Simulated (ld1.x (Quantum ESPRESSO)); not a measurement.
## Building the TM semilocal potential for Cu (Z = 29) (PW91, scalar-relativistic).

ld1.x (Quantum ESPRESSO) 7.5 input, shortened:

```
&input
   title='Cu', zed=29., rel=1, dft='PW91', iswitch=3,
   config='[Ar] 3d10 4s0 4p1'
 /
 &inputp
   pseudotype=1, tm=.true., lloc=0,
   nlcc=.false.
 /
3
4P  2  1   1.00   0.00  3.15  3.15  0.0
3D  3  2  10.00   0.00  1.40  1.40  0.0
4S  1  0   0.00   0.00  1.90  1.90  0.0
 &test
   configts(1)='3d10 4s0 4p1'
 /
```

Calculated quality:

| Item | Value |
| --- | --- |
| Cutoffs needed | 140 Ry and 230 Ry (the cutoffs (Ry, on a coarse ladder) from which the occupation-weighted sum of valence levels, in a spherical-Bessel basis at the reference potential, stays within 10 and 1 mRy of its value at 400 Ry) |
| Ghost test | no extra level below or beside the all-electron valence levels (p, d, s tested); the semilocal form is local in each channel, so this says nothing of the separable form that plane-wave codes build from it (spherical-Bessel basis up to 400 Ry, 20 bohr box) |
| Largest excitation error | -1357 meV (all-electron minus pseudo) for 3d7 4s0 4p0, out of 7 test configurations |

Generation and tests took about 2.3 s on one core of a shared server CPU.
